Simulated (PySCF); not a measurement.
**Worked example: entropy of an ideal gas**

CH2Cl, SMILES [CH2]Cl (connectivity only; charge and spin as stated), charge +1, multiplicity 1.

Geometry optimised at B3LYP-D3(BJ)/def2-TZVP. The spin state was assumed, not searched. The isomer is the one that the SMILES or the coordinates give; other isomers of the formula were not compared.

B3LYP-D3(BJ)/def2-TZVP (PySCF) gives the harmonic wavenumbers 1047, 1047, 1153, 1476, 3083, 3218 cm⁻¹ and the rotational temperatures 13.3246, 0.8500, 0.7990 K. The molar mass is 49.48 g/mol, the symmetry number 2, the spin multiplicity 1.

**Question.** Work out the entropy at 298.15 K and 1 atm in the rigid-rotor, harmonic-oscillator model.

**Answer.** 
Translation (Sackur–Tetrode at 1 atm): S = R[1.5 ln M + 2.5 ln T − 1.16487] = 157.4 J/(mol K).
Rotation: q = (√π/σ) T^1.5/√(θA θB θC) = 1520, S = R[ln q + 3/2] = 73.4 J/(mol K).
Vibration: with u = 1.4388 ν/T, each mode gives R[u/(e^u − 1) − ln(1 − e^−u)]:
```json
[
 {"ν (cm⁻¹)": "1047", "modes": "2", "u": "5.05", "S (J/(mol K))": "0.65"},
 {"ν (cm⁻¹)": "1153", "modes": "1", "u": "5.56", "S (J/(mol K))": "0.21"},
 {"ν (cm⁻¹)": "1476", "modes": "1", "u": "7.12", "S (J/(mol K))": "0.05"}
]
```
The stiffer modes add less than 0.005 each. Sum 0.9 J/(mol K).
Spin: R ln 1 = 0.0 J/(mol K).
Total 231.7 J/(mol K); the program's own thermochemistry gives 231.7. Translation makes up 68 % and vibration 0 %. Anharmonicity, hindered rotation and orbital degeneracy are left out.
